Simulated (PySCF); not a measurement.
## Spin states of GaBr

Unrestricted PBE0; PySCF, no relativity, basis sets Ga def2-TZVPP, Br def2-TZVPP. Outer shells of the fragments: Ga 3d10 4s2 4p1; Br 3d10 4s2 4p5.

Followed along the bond (rough minima from three points):

```csv
2Ms+1,unpaired,⟨S²⟩ at the start,R at minimum (Å),Te (eV)
1,none,0.00,2.38,0.00
3,"σ ↑, π ↑",2.00,2.33,3.28
```

Solutions found at the starting distance of 2.320 Å, counted from the lowest of them; the search is not exhaustive and high or unbound solutions are not listed, so other states can lie among these:

| 2Ms+1 | unpaired | term | E (eV) | ⟨S²⟩ | ⟨Lz²⟩ | μ (D) |
| --- | --- | --- | --- | --- | --- | --- |
| 1 | none | ¹Σ⁺ | 0.00 | 0.00 | 0.00 | -2.11 |
| 3 | σ ↑, π ↑ | ³Π | 3.26 | 2.00 | 1.00 | -1.33 |
| 1 | σ ↓, π ↑ | mixed | 3.79 | 1.01 | 1.01 | -0.86 |
| 3 | π ↑↑ | mixed | 5.37 | 2.01 | 2.01 | 3.31 |
| 3 | π ↑↑ | mixed | 5.55 | 2.01 | 2.02 | 3.39 |
| 3 | σ ↑↑ | ³Σ⁺ | 5.67 | 2.00 | 0.00 | -0.54 |

A term symbol is given only where ⟨S²⟩ and ⟨Lz²⟩ are close to those of a pure state; real π, δ and φ orbitals otherwise mix terms. A positive dipole means Ga(−)Br(+).

Counting both spins, an empty level lies below a filled one in some of these solutions, because spin and occupation are held.
